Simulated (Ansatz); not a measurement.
`CSBCl` + HCl → `ClBCl` + CH₃SH  (ligand exchange at a B–S bond)

Computed with Ansatz on PBE0-D4/def2-TZVP structures; ΔE is electronic, products minus reactants. CCSD(T)/CBS adds triple-zeta CCSD(T) − MP2 to the extrapolated MP2 energy (def2 sets, frozen cores). This one scheme is used for every species. DFT in def2-TZVPP. One conformer a species, not always the lowest.

CCSD(T)/CBS gives +2.3 kJ/mol.

Question: Another level gave +2.2 kJ/mol. Which?
A. MP2/def2-TZVPP
B. HF/def2-TZVPP
C. BHLYP-D4/def2-TZVPP
D. LDA (SPW92)/def2-TZVPP

Answer: A. MP2/def2-TZVPP 2.2, LDA (SPW92) 9.0, BHLYP-D4 -2.0, HF/def2-TZVPP -13.2 kJ/mol.

Largest T1 diagnostic among the species: 0.013.

Leaving LDA and LC-ωPBE aside and taking each functional with its dispersion term where it has one, the values, not all of them listed here, spread over 8.1 kJ/mol, from BHLYP-D4 to revPBE-D4. LDA lies +6.0 kJ/mol from PBE without D4. The D4 term adds +4.3 kJ/mol with B3LYP and +2.5 kJ/mol with PBE0; it sums over pairs of atoms, weighted by their polarisabilities, and B3LYP, whose exchange is more repulsive, gets the larger term.

B3LYP here is the variant with VWN-RPA as its local correlation; programs differ in this.
